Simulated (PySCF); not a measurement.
Calculated properties of `COC[CH]CCS` [radical]

Species: C₅H₁₁OS (doublet state).
Bonds: C1–O2, O2–C3, C3–C4, C4–C5, C5–C6, C6–S7. Hydrogens: H8, H9, H10 on C1; H11, H12 on C3; H13 on C4; H14, H15 on C5; H16, H17 on C6; H18 on S7.

**GFN2-xTB geometry**

```
Point group of the GFN2-xTB geometry                  : C1
Rotational constants A, B, C of the GFN2-xTB geometry : 4.321, 0.863, 0.785 GHz
```

From UKS B3LYP, pcH-1 on C H O S, non-relativistic, mean-field spin-orbit, GIAO (PySCF):

```
Isotropic g value                                                      : 2.00278
Principal g values                                                     : 2.00218, 2.00280, 2.00336
Spin squared ⟨S²⟩                                                      : 0.754
Largest Mulliken spin population                                       : 1.02 on C4
Largest isotropic hyperfine couplings (means over sets of like nuclei) : 13C +87.7 (C4), 1H +69.6 (H11/H12), 13C +68.5 (C6), 1H -62.3 (H13), 1H +61.2 (H14/H15) MHz
```

Monoisotopic mass from the formula: 119.0531 u.

The rotational constants make it an asymmetric top with κ = (2B − A − C)/(A − C) = -0.96, nearer the prolate limit (−1). With B = h/(8π²I), that is 505.379 GHz u Å² over I, the principal moments of inertia are 117.0, 585.4 and 644.0 u Å² (most abundant isotopes). At 9.50 GHz, hν = g·μB·B₀ (B₀ the magnetic field) puts the centre of the isotropic spectrum, to first order, at 338.9 mT. g_iso is shifted by about +460 ppm from the free-electron value 2.002319; the principal values span 0.0012. ⟨S²⟩ is 0.004 above the pure-spin value S(S + 1) = 0.75.

The structure is a single GFN2-xTB conformer in the gas phase; no vibrational or solvent corrections. Hyperfine couplings depend on the geometry, which wasn't re-optimised at a DFT level. Couplings of like nuclei are plain means over topologically equivalent atoms, as if these changed places fast (by rotation of a methyl-like group, say); in this geometry the members of some sets differ.
